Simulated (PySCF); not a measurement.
C5H7N. Atoms are numbered in the order given.

```xyz
13

C      2.0756     0.0245     0.0000
N      0.6289    -0.0364     0.0000
C     -0.1711    -0.0133     1.1246
C     -1.4997     0.0147     0.7140
C     -1.4997     0.0147    -0.7140
C     -0.1711    -0.0133    -1.1246
H      2.4742    -0.4891    -0.8961
H      2.4484     1.0716     0.0000
H      2.4742    -0.4891     0.8961
H      0.2732    -0.0220     2.1263
H     -2.3745     0.0209     1.3741
H     -2.3745     0.0209    -1.3741
H      0.2732    -0.0220    -2.1263
```
Charge 0, spin multiplicity 1.

Geometry: PBE-D3(BJ)/def2-SVP.

These are PBE/def2-TZVP (PySCF) values and carry that method's errors.

ESP charges are fitted to the potential on shells at 1.4 to 2.0 van der Waals radii. Atomic charges (e):

```
atom  meta-Löwdin  Löwdin  Mulliken  ESP fit
----  -----------  ------  --------  -------
C1          -0.25       ?     -0.32    -0.55
N2           0.00       ?      0.09     0.46
C3          -0.12   -0.23     -0.15    -0.35
C4          -0.19   -0.20     -0.16    -0.24
C5          -0.19   -0.20     -0.16    -0.24
C6          -0.12   -0.23     -0.15    -0.35
H7           0.13       ?      0.14     0.17
H8           0.12       ?      0.14     0.17
H9           0.13       ?      0.14     0.17
H10          0.12    0.13      0.12     0.19
H11          0.12    0.14      0.10     0.18
H12          0.12    0.14      0.10     0.18
H13          0.12    0.13      0.12     0.19
```

Task: Fill in the missing entries. (The exact figures need the calculation; the answer reports its results.)

Result: 
- C1, Löwdin: -0.29
- N2, Löwdin: 0.23
- H7, Löwdin: 0.13
- H8, Löwdin: 0.12
- H9, Löwdin: 0.13

Task: Give the Mayer and Wiberg (Löwdin basis) orders of the bonds. (The exact figures need the calculation; the answer reports its results.)

Result: 
```tsv
bond	Mayer	Wiberg
C1–N2	0.95	1.27
N2–C3	1.19	1.41
C3–C4	1.55	1.70
C4–C5	1.36	1.49
N2–C6	1.19	1.41
C5–C6	1.55	1.70
C1–H7	0.96	0.91
C1–H8	0.95	0.92
C1–H9	0.96	0.91
C3–H10	0.95	0.86
C4–H11	0.97	0.85
C5–H12	0.97	0.85
C6–H13	0.95	0.86
```
